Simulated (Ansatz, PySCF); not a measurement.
Reaction (SMILES): [B]I -> [B][I-] (an electron is taken up)
Structures are relaxed separately at B3LYP-D3(BJ)/def2-TZVP in Ansatz (a first-principles code). Unstable Hartree-Fock reference: [B]I.

Property: adiabatic electron affinity (0 K, with B3LYP-D3(BJ) harmonic zero-point energies from PySCF), positive where the reaction releases energy, in eV. Valence correlation only, unless marked. UHF or UKS for open shells. No spin-orbit coupling. The frozen core is the preceding noble-gas configuration, with the filled d and f shells of earlier blocks. In def2 rows, elements after Kr have scalar-relativistic effective core potentials. Anions need diffuse functions: def2-D sets add few; the other sets have none. CBS(X,Y): correlation extrapolated as X^-3; Hartree-Fock from the larger set.

| level | program | adiabatic electron affinity (eV) | minus last row |
|---|---|---|---|
| PBE/def2-TZVPD | Ansatz | 0.62 | 0.04 |
| PBE-D3(BJ)/def2-TZVPD | Ansatz + dftd3 | 0.62 | 0.04 |
| BLYP/def2-TZVPD | Ansatz | 0.54 | -0.04 |
| PBE0/def2-TZVPD | Ansatz | 0.69 | 0.11 |
| HSE06/def2-TZVPD | Ansatz | 0.69 | 0.11 |
| CCSD/def2-SVPD | Ansatz | 0.44 | -0.14 |
| CCSD(T)/def2-SVPD | Ansatz | 0.40 | -0.18 |
| CCSD(T)/def2-TZVPP | Ansatz | 0.39 | -0.19 |
| CCSDT(Q)/def2-SVP | Ansatz | -0.01 | -0.59 |
| CCSD(T)/CBS(def2-TZVPPD,def2-QZVPPD) | Ansatz | 0.58 | 0.00 |
